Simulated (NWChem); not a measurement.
CH$_{4}$BClFN; SMILES CNB(Cl)F

```xyz
9

B      0.2279    -0.0991     0.0000
Cl    -0.3108    -1.7871     0.0000
F      1.5358     0.1434     0.0000
N     -0.6952     0.9412     0.0000
C     -0.3800     2.3490     0.0000
H     -1.6801     0.7070     0.0000
H     -0.7806     2.8593     0.8919
H     -0.7806     2.8593    -0.8919
H      0.7101     2.4781     0.0000
```
Atoms are numbered in this order, from 1.

Results from NWChem. Coordinates come from a PBE0/def2-SVP optimisation. Total energies compare along this basis series because the functional is fixed.

```
level             basis functions  energy (Ha)  highest occupied level (eV)  orbital gap (eV)  dipole (D)
----------------  ---------------  -----------  ---------------------------  ----------------  ----------
PBE0/cc-pVDZ                   94    -679.9292                          [?]               [?]        3.02
PBE0/aug-cc-pVDZ              155    -679.9470                        -7.88              7.62        2.98
PBE0/cc-pVTZ                  210    -680.0174                        -7.84              8.83        2.94
```

Question: Fill in the missing entries.

Answer: 
- PBE0/cc-pVDZ, highest occupied level (eV): -7.69
- PBE0/cc-pVDZ, orbital gap (eV): 9.02
